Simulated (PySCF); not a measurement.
# Reading the logs of faulty runs: AlBClH5Si

Calculated results; nothing here was measured. They come from PySCF 2.14.0, an open-source quantum chemistry program, on an isolated molecule that a program drew, which may never have been made. The molecule is AlBClH5Si (charge 0, singlet), drawn as the SMILES string `[AlH2][BH][SiH2]Cl`.

Each row is a Hartree-Fock (HF) and frozen-core CCSD(T) single point in the cc-pV(D+d)Z basis, meant for a local HF minimum. Run 1 is clean. Each other run has one planted mistake out of seven kinds, and not every kind appears here: one electron removed, one electron added, multiplicity raised by two, geometry at a saddle point, minimal basis STO-3G, one bond length entered in bohr, all coordinates scaled. The reference is restricted for singlets and unrestricted otherwise, and also for a bond in bohr. Adding or removing an electron swaps singlet and doublet. Electrons count all cores. HOMO and LUMO are orbital energies over both spins, the gradient is its largest component, and the lowest frequency (negative if imaginary) is given only where the gradient is small. Bond lengths are over the 8 bonds as drawn. T1 is the CCSD diagnostic: over 0.02 (restricted) or 0.045 (unrestricted) a single reference is doubtful.

Geometry of the clean run:
```xyz
9
AlBClH5Si, angstrom
Al    0.5882   -2.6456    1.7248
B    -1.2754   -1.6195    1.4273
Si   -2.4093   -1.9018   -0.2319
Cl   -1.4759   -3.2883   -1.5082
H     1.9414   -2.0020    1.2115
H     0.6166   -4.0456    2.4652
H    -1.7287   -0.8370    2.2233
H    -2.5726   -0.6632   -1.0224
H    -3.7395   -2.4653    0.0821
```

| run | electrons | basis functions | <S^2> | HOMO (eV) | LUMO (eV) | gradient (hartree/bohr) | lowest frequency (cm^-1) | mean bond (Å) | longest bond (Å) | T1 | HF (hartree) | CCSD(T) (hartree) | mistake |
|---|---|---|---|---|---|---|---|---|---|---|---|---|---|
| 1 | 54 | 108 | 0.000 | -10.09 | 0.63 | 1.5e-05 | 50 | 1.7012 | 2.148 | 0.0117 | -1017.95605 | -1018.40873 | no fault |
| 2 | 54 | 108 | 2.018 | -8.18 | -1.14 | 3.4e-02 | - | 1.7012 | 2.148 | 0.0197 | -1017.88445 | -1018.32859 | multiplicity raised by two |
| 3 | 53 | 108 | 0.768 | -16.45 | -7.61 | 5.4e-02 | - | 1.7012 | 2.148 | 0.0214 | -1017.63189 | -1018.06399 | one electron removed |
| 4 | 54 | 37 | 0.000 | -7.79 | 6.09 | 4.0e-02 | - | 1.7012 | 2.148 | 0.0076 | -1006.49124 | -1006.63911 | minimal basis STO-3G |
| 5 | 54 | 108 | 0.000 | -10.07 | 0.60 | 7.6e-03 | - | 1.7267 | 2.180 | 0.0118 | -1017.95448 | -1018.40753 | all coordinates scaled |
| 6 | 54 | 108 | 0.925 | -7.95 | 0.59 | 1.4e-02 | - | 1.9401 | 4.059 | 0.0235 | -1017.86387 | -1018.29160 | ? |

**Which mistake was planted in run 6, and what did it cost?**

The mean bond changes by a factor of 1.140 and the longest by 1.890, so the molecule wasn't scaled as a whole. A length L in bohr read as angstrom grows by (1/0.5292 - 1) L = 0.890 L. The 8 bonds together grew by 8 x 0.2389 = 1.911 Å, which gives L = 2.148 Å. That is bond Al1-B2, 2.148 Å in the clean geometry. So the mistake is: one bond length entered in bohr. Subtracting run 1 and multiplying by 627.51 kcal/mol a hartree, the energy moved by 57.8 kcal/mol in HF and 73.5 kcal/mol in CCSD(T).

